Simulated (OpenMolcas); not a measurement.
## Multiconfigurational calculation on O+

Input:

```
&GATEWAY
Coord
1

O 0.0 0.0 0.0
Basis=ANO-RCC
Group=XYZ
NoMove
AngMom=0.0 0.0 0.0
AMFI
&SEWARD
* reference wave functions (RASSCF and RASSI steps not shown): 5 electrons in 8 orbitals (2s 2p 3s 3p)
>>> COPY JOB001 $Project.JobIph
&CASPT2
Multistate=1 1
Frozen=0 0
IPEA=0.0
Imaginary=0.1
MaxIter=60
WThr=0.0 0.3 0.05
PrWF=0.5
NoMix
>>> COPY JOB002 $Project.JobIph
&CASPT2
XMultistate=8 1 2 3 4 5 6 7 8
Frozen=0 0
IPEA=0.0
Imaginary=0.1
MaxIter=60
WThr=0.0 0.3 0.05
PrWF=0.5
NoMix
>>> COPY JOB003 $Project.JobIph
&CASPT2
XMultistate=3 1 2 3
Frozen=0 0
IPEA=0.0
Imaginary=0.1
MaxIter=60
WThr=0.0 0.3 0.05
PrWF=0.5
NoMix
...
```

Launched by
```bash
OMP_NUM_THREADS=1 MOLCAS_MEM=2252 MOLCAS_PROJECT=a pymolcas a.inp > a.log  # once for each step of the input, in one work folder
```

Output, cut to the results:

```
--- CASPT2 ---
Orbital specifications:
      -----------------------

      Symmetry species                           1   2
                                                ag  au
      Frozen orbitals                            0   0
      Inactive orbitals                          1   0
      Active orbitals                            2   6
      Secondary orbitals                        43  36
      Deleted orbitals                           0   0
      Number of basis functions                 46  42
Type of calculation                        SS-CASPT2
      Fock operator                              state-specific
      IPEA shift                                 0.00
      Real shift                                 0.00
      Imaginary shift                            0.10
      The input orbitals will be transformed to quasi-canonical
Reference energy:         -74.4626731061
      E2 (Non-variational):      -0.1287435151
      Shift correction:          -0.0000475842
      E2 (Variational):          -0.1287910993
      Total energy:             -74.5914642054
      Residual norm:              0.0000002705
      Reference weight:           0.98243
      Contributions to the CASPT2 correlation energy
      Active & Virtual Only:         -0.0871260139
      One Inactive Excited:          -0.0143390331
      Two Inactive Excited:          -0.0272784681
::    CASPT2 Root  1     Total energy:    -74.59146421
--- CASPT2 ---
Orbital specifications:
      -----------------------

      Symmetry species                           1   2
                                                ag  au
      Frozen orbitals                            0   0
      Inactive orbitals                          1   0
      Active orbitals                            2   6
      Secondary orbitals                        43  36
      Deleted orbitals                           0   0
      Number of basis functions                 46  42
Type of calculation                        XMS-CASPT2
      Fock operator                              state-average
      IPEA shift                                 0.00
      Real shift                                 0.00
      Imaginary shift                            0.10
      The input orbitals will be transformed to quasi-canonical
      The input states will be rotated to diagonalize the Fock operator
Reference energy:         -74.3247509682
      E2 (Non-variational):      -0.1423915410
      Shift correction:          -0.0000557219
      E2 (Variational):          -0.1424472629
      Total energy:             -74.4671982311
      Residual norm:              0.0000003704
      Reference weight:           0.97972
      Contributions to the CASPT2 correlation energy
      Active & Virtual Only:         -0.1008674488
      One Inactive Excited:          -0.0142930813
      Two Inactive Excited:          -0.0272310109
Reference energy:         -74.3247509682
      E2 (Non-variational):      -0.1423916757
      Shift correction:          -0.0000557228
      E2 (Variational):          -0.1424473985
      Total energy:             -74.4671983667
      Residual norm:              0.0000003703
      Reference weight:           0.97972
      Contributions to the CASPT2 correlation energy
      Active & Virtual Only:         -0.1008675808
      One Inactive Excited:          -0.0142930841
      Two Inactive Excited:          -0.0272310109
::    XMS-CASPT2 Root  1     Total energy:    -74.46721376
::    XMS-CASPT2 Root  2     Total energy:    -74.46720913
::    XMS-CASPT2 Root  3     Total energy:    -74.46720094
::    XMS-CASPT2 Root  4     Total energy:    -74.46719424
::    XMS-CASPT2 Root  5     Total energy:    -74.46717373
::    XMS-CASPT2 Root  6     Total energy:    -74.40547399
::    XMS-CASPT2 Root  7     Total energy:    -74.40547398
::    XMS-CASPT2 Root  8     Total energy:    -74.40547397
--- CASPT2 ---
Orbital specifications:
      -----------------------

      Symmetry species                           1   2
                                                ag  au
      Frozen orbitals                            0   0
      Inactive orbitals                          1   0
      Active orbitals                            2   6
      Secondary orbitals                        43  36
      Deleted orbitals                           0   0
      Number of basis functions                 46  42
Type of calculation                        XMS-CASPT2
      Fock operator                              state-average
      IPEA shift                                 0.00
      Real shift                                 0.00
      Imaginary shift                            0.10
      The input orbitals will be transformed to quasi-canonical
      The input states will be rotated to diagonalize the Fock operator
Reference energy:         -73.9129688174
      E2 (Non-variational):      -0.1347424926
      Shift correction:          -0.0003128926
      E2 (Variational):          -0.1350553852
      Total energy:             -74.0480242026
      Residual norm:              0.0000003261
      Reference weight:           0.96873
      Contributions to the CASPT2 correlation energy
      Active & Virtual Only:         -0.0919229930
      One Inactive Excited:          -0.0150513144
      Two Inactive Excited:          -0.0277681852
Reference energy:         -73.9129688172
      E2 (Non-variational):      -0.1347424928
      Shift correction:          -0.0003128926
      E2 (Variational):          -0.1350553854
      Total energy:             -74.0480242026
      Residual norm:              0.0000003261
      Reference weight:           0.96873
      Contributions to the CASPT2 correlation energy
      Active & Virtual Only:         -0.0919229932
      One Inactive Excited:          -0.0150513144
      Two Inactive Excited:          -0.0277681852
::    XMS-CASPT2 Root  1     Total energy:    -74.04802420
::    XMS-CASPT2 Root  2     Total energy:    -74.04802420
...
```

In XMS-CASPT2 the single-state energies belong to rotated reference states; over a whole degenerate manifold the rotation is arbitrary, and only the multistate roots count.

Levels above the lowest, from the spin-orbit matrix with the multistate effective Hamiltonian, averaged by term, added to it:

```
Configuration  Term    J  E (cm⁻¹)  Measured (cm⁻¹)      g  Term weight %
      2s² 2p³   ⁴S°  3/2       0.0              0.0  2.002            100
      2s² 2p³   ²D°  3/2     27268            26831  0.800            100
      2s² 2p³   ²D°  5/2     27276            26811  1.200            100
      2s² 2p³   ²P°  1/2     40819            40470  0.666            100
      2s² 2p³   ²P°  3/2     40825            40468  1.334            100
       2s 2p⁴    ⁴P  5/2    119190           119837  1.601            100
       2s 2p⁴    ⁴P  3/2    119326           120000  1.735            100
       2s 2p⁴    ⁴P  1/2    119407           120083  2.671            100
       2s 2p⁴    ²D  3/2    164625           165996  0.800            100
       2s 2p⁴    ²D  5/2    164640           165988  1.200            100
```

Against the 9 measured excited levels shown (NIST Handbook of Basic Atomic Spectroscopic Data) the mean absolute deviation is 700 cm-1; the largest miss in energy is 2s 2p⁴ ²D_3/2: computed 164625, measured 165996 cm⁻¹ (-0.8 %), and the largest in proportion 2s² 2p³ ²D°_5/2 (+1.7 %).

The run also gave levels led by 2s² 2p² 3s, which use shells meant for correlation; these and all levels above them are left out. Computed and measured levels are paired by configuration, term and J; levels that our copy of the source lacks, or whose pairing is in doubt (as where it misses far off the trend of its configuration), stay unpaired and out of the deviations. Only configurations of the active space appear. The first state left out of the spin-orbit step lies near 220000 cm-1 above the lowest spin-free state of the reference (among the parities and spins computed), and the list stops at four fifths of that energy or lower.

The CASPT2 steps took 14 s on 1 thread of Intel(R) Xeon(R) Platinum 8488C (Sapphire Rapids), with other jobs on the host; the integral step is not counted.

The term weight is that of the spin-free term in the level, not the purity of its configuration. ° marks odd parity.
